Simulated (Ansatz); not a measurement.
Consider the isomerisation: `[SiH3][AlH][SiH]1CO1` → `[AlH2][CH]1O[SiH2][SiH2]1`.

Gas-phase electronic energies from Ansatz, PBE0-D4/def2-TZVP geometries. CBS: MP2 limit from def2 TZ/QZ plus the TZ coupled-cluster correction, frozen cores. DFT in def2-TZVPP. Each species was taken in one conformer, which may not be the lowest.

`[SiH3][AlH][SiH]1CO1`:

Z-matrix (Å, degrees):
```
Si
Al 1 2.453
H 1 1.491 2 109.3
H 1 1.490 2 113.4 3 -120.3
H 1 1.490 2 110.6 3 118.2
Si 2 2.434 1 113.7 3 -80.5
H 2 1.589 1 124.3 3 101.5
O 6 1.693 2 113.4 1 16.4
C 6 1.835 2 116.7 1 -36.8
H 6 1.489 2 125.5 1 162.1
H 9 1.089 6 119.5 2 -159.3
H 9 1.089 6 122.4 2 -3.1
```

`[AlH2][CH]1O[SiH2][SiH2]1`:

```xyz
12

Al    0.551   -1.583   -1.513
C     0.617   -0.525    0.131
O    -0.426   -0.851    1.104
Si   -1.102    0.610    1.554
Si    0.187    1.325   -0.236
H     1.809   -1.473   -2.479
H    -0.752   -2.391   -1.912
H     1.604   -0.559    0.612
H    -0.690    1.047    2.919
H    -2.588    0.570    1.516
H    -0.500    1.511   -1.549
H     1.290    2.319   -0.147
```

```tsv
level	ΔE (kJ/mol)
r2SCAN	-33.5
CCSD/CBS(def2)	-46.8
```

(1) What does CCSD(T)/CBS give? (An estimate is asked.)

Largest T1 diagnostic among the species: 0.016.

## Answers

(1) Computed: -45.1 kJ/mol. The listed levels differ from it by 11.6, -1.7 kJ/mol.

The D4 term adds −7.9 kJ/mol with B3LYP and −3.7 kJ/mol with PBE0; it sums over pairs of atoms, weighted by their polarisabilities, and B3LYP, whose exchange is more repulsive, gets the larger term. From PBE to PBE0 (25 % exact exchange), in def2-TZVPP and without D4, ΔE moves by −11.3 kJ/mol.

CCSD(T)/CBS has its own doubt, a few kJ/mol and more with outer-core shells, so smaller differences from it don't rank the levels.

B3LYP here is the variant with VWN-RPA as its local correlation; programs differ in this.
